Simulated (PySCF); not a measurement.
methylamine (CH5N), singlet, at a GFN2-xTB geometry. Base run: B3LYP/def2-SVP, TDA (PySCF).

Here is a job for PySCF.
```python
from pyscf import gto, scf, dft, tdscf

mol = gto.M(
    atom='''
C     0.06015742    0.70059241   -0.00131411
N     0.03966195   -0.75172453    0.00299697
H    -0.93451955    1.16943137   -0.01795391
H    -0.46398692   -1.09295311    0.81518120
H    -0.43905591   -1.09816464   -0.82195807
H     0.58603787    1.04291425    0.88931393
H     0.61294631    1.03728935   -0.87767727
''',
    basis='def2-svp',
    verbose=4,
)

mf = dft.RKS(mol)
mf.xc = 'b3lyp'
mf.kernel()
td = mf.TDA()
td.nstates = 5
td.kernel()
td.analyze()
```

Each row names what was changed in the base input (with any setting that the change needs).

```json
[
 {"change": "base", "first excitation (eV)": "6.40", "oscillator strength of the first": "0.004", "second (eV)": "7.86", "core-seconds (rough)": "10"},
 {"change": "functional = wb97x", "first excitation (eV)": "7.12", "oscillator strength of the first": "0.003", "second (eV)": "8.82", "core-seconds (rough)": "20"},
 {"change": "functional = bhandhlyp", "first excitation (eV)": "7.06", "oscillator strength of the first": "0.004", "second (eV)": "8.66", "core-seconds (rough)": "10"},
 {"change": "states = triplets", "first excitation (eV)": "[?]", "oscillator strength of the first": "-", "second (eV)": "[?]", "core-seconds (rough)": "20"},
 {"change": "functional = blyp", "first excitation (eV)": "5.82", "oscillator strength of the first": "0.004", "second (eV)": "7.06", "core-seconds (rough)": "10"},
 {"change": "basis = cc-pVDZ", "first excitation (eV)": "[?]", "oscillator strength of the first": "0.004", "second (eV)": "[?]", "core-seconds (rough)": "10"},
 {"change": "functional = pbe", "first excitation (eV)": "6.00", "oscillator strength of the first": "0.004", "second (eV)": "7.27", "core-seconds (rough)": "10"},
 {"change": "functional = camb3lyp", "first excitation (eV)": "6.64", "oscillator strength of the first": "0.003", "second (eV)": "8.28", "core-seconds (rough)": "20"},
 {"change": "basis = def2-TZVP", "first excitation (eV)": "[?]", "oscillator strength of the first": "[?]", "second (eV)": "[?]", "core-seconds (rough)": "40"},
 {"change": "guess vectors = 13 for 5 states", "first excitation (eV)": "6.40", "oscillator strength of the first": "0.004", "second (eV)": "7.86", "core-seconds (rough)": "20"}
]
```

**Question.** Complete the blanks.

**Answer.** 
- states = triplets, first excitation (eV): 5.97
- states = triplets, second (eV): 7.53
- basis = cc-pVDZ, first excitation (eV): 6.44
- basis = cc-pVDZ, second (eV): 7.82
- basis = def2-TZVP, first excitation (eV): 6.06
- basis = def2-TZVP, oscillator strength of the first: 0.006
- basis = def2-TZVP, second (eV): 7.49

An iterative solver can miss low states, so a row lists the states that it found.
